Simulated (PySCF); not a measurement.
Molecule (SMILES): [AlH] (AlH) (closed-shell singlet).
Geometry (B3LYP-D3(BJ)/def2-TZVP, fixed):
```
Al
H 1 1.6619
```
Charge 0, spin multiplicity 1.

Basis-set convergence of the lowest singlet excitation energy at CAM-B3LYP with PySCF. Tamm-Dancoff approximation; the state is taken by its order, and sets in which it differs in degeneracy or brightness are left out, yet its character can still change. All functions are spherical. Density fitting with generated auxiliary sets. No added dispersion term, no relativity. Reference: the value in aug-pcseg-3, 2.969 eV, itself unsure by roughly 0.005 eV (its mean distance from aug-cc-pV(Q+d)Z, aug-pcseg-2, aug-cc-pV(T+d)Z). Deviations are taken from unrounded values. Cost is core time over that of def2-TZVP, rough, on shared machines of one kind.

```tsv
basis	functions	lowest singlet excitation energy (eV)	minus reference (eV)	cost
cc-pV(D+d)Z	28	2.982	0.012	0.5×
6-311G**	32	2.993	0.023	0.5×
aug-pcseg-1	36	2.936	-0.034	0.6×
def2-TZVP	43	2.993	0.023	1×
def2-TZVPD	52	2.992	0.023	1×
6-311++G(3df,3pd)	65	2.970	0.001	2×
aug-cc-pV(T+d)Z	78	2.969	0.000	3×
aug-cc-pV(Q+d)Z	135	2.973	0.004	8×
aug-cc-pV(5+d)Z	216	2.970	0.000	30×
```

The smallest set listed that lies within 0.2 eV of the reference with all its larger relatives (same family, alike in diffuse functions; a set with none counts only in the reference's own line) is cc-pV(D+d)Z (28 functions, 0.5× in cost, 0.012 eV off). Inside, with no larger relative to test it: 6-311G**, 6-311++G(3df,3pd). (Relatives not listed, tested too: cc-pV(T+d)Z 0.018, def2-TZVPP 0.021, def2-TZVPPD 0.020, aug-pcseg-2 -0.012, cc-pV(Q+d)Z 0.006, def2-QZVP 0.002, def2-QZVPP 0.002, def2-QZVPPD 0.001, aug-pcseg-3 0.000, cc-pV(5+d)Z 0.002 eV.)
